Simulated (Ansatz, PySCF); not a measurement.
C₂H₆FNOSi, SMILES O1C[Si](N)(F)C1. Atoms are numbered in the order given.

```xyz
12

N      1.8470    -0.2816    -0.6823
Si     0.4105     0.0268     0.1962
F      0.7240     0.4005     1.7573
C     -1.0255    -1.1501    -0.0982
O     -1.6459    -0.1261    -0.9088
C     -0.9006     1.0837    -0.6399
H      2.3348    -1.1654    -0.5758
H      2.4968     0.4684    -0.8961
H     -0.8677    -2.0682    -0.6879
H     -1.6450    -1.3991     0.7832
H     -0.6616     1.6078    -1.5798
H     -1.4681     1.7712     0.0143
```
Charge 0, spin multiplicity 1.

Geometry: ωB97X-D3(BJ)/def2-SVP. The structure was generated by enumeration, and PubChem lists no compound with its InChIKey, so it may never have been made. The values are those of a single conformer.

Two levels are set side by side: PBE-D3(BJ)/def2-SVP (Ansatz, an electronic-structure program) and ωB97X-D3(BJ)/def2-SVP (PySCF). Each level has its own optimised geometry; the coordinates shown are those of the second. Differences are taken from unrounded values.

```csv
quantity,ωB97X-D3(BJ),PBE-D3(BJ),PBE-D3(BJ) minus ωB97X-D3(BJ)
mean bond length (Å),1.370,1.381,0.011
bond N1–Si2 (Å),1.712,1.727,0.015
bond Si2–F3 (Å),1.636,1.651,0.016
bond Si2–C4 (Å),1.880,1.894,0.014
bond Si2–C6 (Å),1.880,1.894,0.014
bond C4–O5 (Å),1.446,1.454,0.008
bond O5–C6 (Å),1.446,1.454,0.008
bond N1–H7 (Å),1.015,1.024,0.009
bond N1–H8 (Å),1.015,1.024,0.009
bond C4–H9 (Å),1.102,1.111,0.008
bond C4–H10 (Å),1.106,1.116,0.010
bond C6–H11 (Å),1.102,1.111,0.008
bond C6–H12 (Å),1.106,1.116,0.010
```

Exact exchange shortens and stiffens bonds; PBE has none. Differences between two approximate levels are no errors against the true value.
